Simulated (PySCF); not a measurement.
## Two-photon absorption: `[O-]N1BC=CC=C1`, [C4H5BNO]-, charge -1

Geometry:
```
atom   x (Å)   y (Å)  z (Å)
  O1   3.063   0.717  0.377
  N2   1.779   0.618  0.386
  B3   0.887   1.787  0.383
  C4  -0.586   1.519  0.394
  C5  -1.061   0.202  0.406
  C6  -0.153  -0.859  0.408
  C7   1.222  -0.621  0.398
  H8   1.420   2.879  0.373
  H9  -1.327   2.329  0.393
 H10  -2.137  -0.021  0.414
 H11  -0.495  -1.899  0.417
 H12   1.966  -1.423  0.399
```

Total charge -1.

Method: PySCF, TDDFT CAM-B3LYP/def2-TZVPD excited states, vertical, gas phase. Geometry: PBE0-D3(BJ)/def2-SVP.

For a gas-phase anion, states above the detachment energy (about 1.7 eV, taken as minus the energy of the highest occupied orbital) lie in the continuum and depend on the basis.

(1) How strongly do the lowest singlets absorb one photon, and two photons of half the energy?

Results:

(1) δ for parallel linear polarisation; σ at the peak of a Lorentzian of half width 0.1 eV, single beam; Ω is circular over linear.
| state | E (eV) | f | photon λ (nm) | δ (au) | σ (GM) | Ω | main |
| --- | --- | --- | --- | --- | --- | --- | --- |
| S1 | 3.50 | 0.000 | 709 | 187 | 0.84 | 1.50 | HOMO→LUMO 0.92 |
| S2 | 3.92 | 0.192 | 632 | 17.2 | 0.10 | 0.94 | HOMO→LUMO+3 0.90 |
| S3 | 4.00 | 0.006 | 620 | 165 | 0.97 | 1.50 | HOMO→LUMO+1 0.95 |
| S4 | 4.12 | 0.004 | 602 | 145 | 0.90 | 1.50 | HOMO→LUMO+2 0.79 |
| S5 | 4.27 | 0.000 | 580 | 2.51 | 0.02 | 1.50 | HOMO−1→LUMO+3 0.93 |
| S6 | 4.37 | 0.028 | 567 | 84 | 0.59 | 1.35 | HOMO→LUMO+6 0.86, HOMO−2→LUMO+3 0.08 |

Among these, the strongest one-photon state is S2, the strongest two-photon state S3.
